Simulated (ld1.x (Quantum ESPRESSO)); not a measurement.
## chromium: TM semilocal pseudisation with LDA (PZ), scalar-relativistic reference atom.

```json
{
  "Element": "chromium (Cr)",
  "Generator": "ld1.x (Quantum ESPRESSO) 7.5",
  "Type": "norm-conserving Troullier–Martins (semilocal form)",
  "Functional": "LDA (PZ)",
  "Relativity": "scalar-relativistic",
  "Frozen core": "[Ar]",
  "Valence charge": "6",
  "Reference configuration": "3d5 4s1 4p0",
  "Partial waves": "4s (bound): rc 2.55 bohr; 4p (bound, empty): rc 2.85 bohr; 3d (bound): rc 1.15 bohr",
  "Local potential": "the d channel",
  "Core correction": "a·sin(br)/r model core, default radius (core density twice the valence density)"
}
```

Task: Does the generator finish with these settings?

Result: Yes, a potential is produced and its reference levels are reproduced.

Task: Estimate the cutoffs (Ry, on a coarse ladder) from which the occupation-weighted sum of valence levels, in a spherical-Bessel basis at the reference potential, stays within 10 and 1 mRy of its value at 400 Ry.

Result: 140 Ry and 160 Ry.

Task: Which valence shell sets the plane-wave cutoff?

Result: 3d: its level needs 140 Ry to come within 1 mRy, against 15 Ry for 4s.

Task: Tests: 3d5 4s0 4p0; 3d4 4s0 4p0; 3d3 4s0 4p0; 3d4 4s1 4p1; 3d5 4s0.5 4p0; 3d4 4s1 4p0; 3d6 4s0 4p0. Which has the largest error in its energy relative to the reference configuration, and how large is it?

Result: 3d3 4s0 4p0, with -770 meV (all-electron minus pseudo) on +54.51 eV.
